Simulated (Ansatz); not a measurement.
Ansatz (a program for electronic structure) input (B3LYP-D3(BJ)/def2-TZVP):

Ansatz 0.2 input:
```yaml
crystal:
  periodic: [false, false, false]
  atoms:
    - {symbol: Cs, position_ang: [-0.00000000, -0.00000000, -0.33804873]}
    - {symbol: F, position_ang: [0.00000000, 0.00000000, 2.06585338]}
basis:
  gaussian:
    orbitals: def2-TZVP
hamiltonian:
  xc: b3lyp
  dispersion: d3bj
phonons: {temperatures: {t_min: 298.15, t_max: 298.15, t_step: 100}}
```

Output:

```
Functional definition: B3LYP
integrals: 0.01 GiB planned
474 factors; their error is unknown
mean field: 0.12 GiB planned
mean field evaluation 1: about -3263.4914 eV, gradient 5.3e1 eV
mean field evaluation 2: about -2944.7301 eV, gradient 1.9e2 eV
mean field evaluation 4: about -3267.8338 eV, gradient 1.4e1 eV
mean field evaluation 8: about -3268.1866 eV, gradient 1.2e-1 eV
mean field evaluation 16: about -3268.1982 eV, gradient 4.8e-5 eV
mean field -3268.19824781 eV, -120.1040703427 hartree, gradient 4.8e-5 eV, S^2 0.000000; 0 other end points of the search recorded, 0 dependent functions left out
the calculation of the forces begins
reference -3268.19849149 eV, -120.1040792978 hartree; 9, 9 occupied and 51, 51 virtual orbitals, 474 factors
these checks for a lower state are left out or cut short: stability, starts, cluster_reference, orbital_swaps, neighbouring_geometries, increment
integrals: 0.01 GiB planned
474 factors; their error is unknown
mean field: 0.12 GiB planned
mean field -3268.19824781 eV, -120.1040703426 hartree, gradient 2.2e-7 eV, S^2 0.000000; 0 other end points of the search recorded, 0 dependent functions left out
the calculation of the forces begins
reference -3268.19849149 eV, -120.1040792978 hartree; 9, 9 occupied and 51, 51 virtual orbitals, 474 factors
these checks for a lower state are left out or cut short: stability, starts, cluster_reference, orbital_swaps, neighbouring_geometries, increment
integrals: 0.01 GiB planned
474 factors; their error is unknown
mean field: 0.12 GiB planned
mean field -3268.19824781 eV, -120.1040703426 hartree, gradient 2.2e-7 eV, S^2 0.000000; 0 other end points of the search recorded, 0 dependent functions left out
the calculation of the forces begins
reference -3268.19849149 eV, -120.1040792978 hartree; 9, 9 occupied and 51, 51 virtual orbitals, 474 factors
these checks for a lower state are left out or cut short: stability, starts, cluster_reference, orbital_swaps, neighbouring_geometries, increment
integrals: 0.01 GiB planned
474 factors; their error is unknown
mean field: 0.12 GiB planned
mean field evaluation 32: about -3268.1870 eV, gradient 4.6e-2 eV
mean field -3268.19824781 eV, -120.1040703426 hartree, gradient 2.2e-7 eV, S^2 0.000000; 0 other end points of the search recorded, 0 dependent functions left out
the calculation of the forces begins
reference -3268.19849149 eV, -120.1040792978 hartree; 9, 9 occupied and 51, 51 virtual orbitals, 474 factors
these checks for a lower state are left out or cut short: stability, starts, cluster_reference, orbital_swaps, neighbouring_geometries, increment
integrals: 0.01 GiB planned
474 factors; their error is unknown
mean field: 0.12 GiB planned
mean field -3268.19824781 eV, -120.1040703426 hartree, gradient 2.2e-7 eV, S^2 0.000000; 0 other end points of the search recorded, 0 dependent functions left out
the calculation of the forces begins
reference -3268.19849149 eV, -120.1040792978 hartree; 9, 9 occupied and 51, 51 virtual orbitals, 474 factors
these checks for a lower state are left out or cut short: stability, starts, cluster_reference, orbital_swaps, neighbouring_geometries, increment
integrals: 0.01 GiB planned
474 factors; their error is unknown
mean field: 0.12 GiB planned
mean field -3268.19822461 eV, -120.1040694901 hartree, gradient 9.3e-7 eV, S^2 0.000000; 0 other end points of the search recorded, 0 dependent functions left out
the calculation of the forces begins
reference -3268.19846834 eV, -120.1040784471 hartree; 9, 9 occupied and 51, 51 virtual orbitals, 474 factors
these checks for a lower state are left out or cut short: stability, starts, cluster_reference, orbital_swaps, neighbouring_geometries, increment
integrals: 0.01 GiB planned
474 factors; their error is unknown
mean field: 0.12 GiB planned
mean field -3268.19822358 eV, -120.1040694522 hartree, gradient 8.5e-7 eV, S^2 0.000000; 0 other end points of the search recorded, 0 dependent functions left out
the calculation of the forces begins
reference -3268.19846722 eV, -120.1040784057 hartree; 9, 9 occupied and 51, 51 virtual orbitals, 474 factors
these checks for a lower state are left out or cut short: stability, starts, cluster_reference, orbital_swaps, neighbouring_geometries, increment
integrals: 0.01 GiB planned
474 factors; their error is unknown
mean field: 0.12 GiB planned
mean field evaluation 64: about -3268.1982 eV, gradient 5.9e-7 eV
mean field -3268.19824781 eV, -120.1040703426 hartree, gradient 2.2e-7 eV, S^2 0.000000; 0 other end points of the search recorded, 0 dependent functions left out
the calculation of the forces begins
reference -3268.19849149 eV, -120.1040792978 hartree; 9, 9 occupied and 51, 51 virtual orbitals, 474 factors
these checks for a lower state are left out or cut short: stability, starts, cluster_reference, orbital_swaps, neighbouring_geometries, increment
integrals: 0.01 GiB planned
474 factors; their error is unknown
mean field: 0.12 GiB planned
mean field -3268.19824781 eV, -120.1040703426 hartree, gradient 2.2e-7 eV, S^2 0.000000; 0 other end points of the search recorded, 0 dependent functions left out
the calculation of the forces begins
reference -3268.19849149 eV, -120.1040792978 hartree; 9, 9 occupied and 51, 51 virtual orbitals, 474 factors
these checks for a lower state are left out or cut short: stability, starts, cluster_reference, orbital_swaps, neighbouring_geometries, increment
integrals: 0.01 GiB planned
474 factors; their error is unknown
mean field: 0.12 GiB planned
mean field -3268.19824781 eV, -120.1040703426 hartree, gradient 2.2e-7 eV, S^2 0.000000; 0 other end points of the search recorded, 0 dependent functions left out
the calculation of the forces begins
reference -3268.19849149 eV, -120.1040792978 hartree; 9, 9 occupied and 51, 51 virtual orbitals, 474 factors
these checks for a lower state are left out or cut short: stability, starts, cluster_reference, orbital_swaps, neighbouring_geometries, increment
integrals: 0.01 GiB planned
474 factors; their error is unknown
mean field: 0.12 GiB planned
mean field -3268.19824781 eV, -120.1040703426 hartree, gradient 2.2e-7 eV, S^2 0.000000; 0 other end points of the search recorded, 0 dependent functions left out
the calculation of the forces begins
reference -3268.19849149 eV, -120.1040792978 hartree; 9, 9 occupied and 51, 51 virtual orbitals, 474 factors
these checks for a lower state are left out or cut short: stability, starts, cluster_reference, orbital_swaps, neighbouring_geometries, increment
integrals: 0.01 GiB planned
474 factors; their error is unknown
mean field: 0.12 GiB planned
mean field -3268.19822358 eV, -120.1040694522 hartree, gradient 8.5e-7 eV, S^2 0.000000; 0 other end points of the search recorded, 0 dependent functions left out
the calculation of the forces begins
reference -3268.19846722 eV, -120.1040784057 hartree; 9, 9 occupied and 51, 51 virtual orbitals, 474 factors
these checks for a lower state are left out or cut short: stability, starts, cluster_reference, orbital_swaps, neighbouring_geometries, increment
integrals: 0.01 GiB planned
474 factors; their error is unknown
mean field: 0.12 GiB planned
mean field evaluation 96: about -3268.1982 eV, gradient 1.0e-1 eV
mean field -3268.19822461 eV, -120.1040694901 hartree, gradient 9.3e-7 eV, S^2 0.000000; 0 other end points of the search recorded, 0 dependent functions left out
the calculation of the forces begins
reference -3268.19846834 eV, -120.1040784471 hartree; 9, 9 occupied and 51, 51 virtual orbitals, 474 factors
Total energy: -3268.21915469 eV, -120.1048386563 hartree
Atom 0 at    -0.000000    -0.000000    -0.338049 Å, force     0.000000     0.000000     0.001263 eV/Å
Atom 1 at     0.000000     0.000000     2.065853 Å, force    -0.000000    -0.000000    -0.001263 eV/Å
Dipole moment:    -0.000000     0.000000    -1.666140 e Å
Vibrations: 352.40 cm⁻¹, zero-point energy 0.021846 eV
```
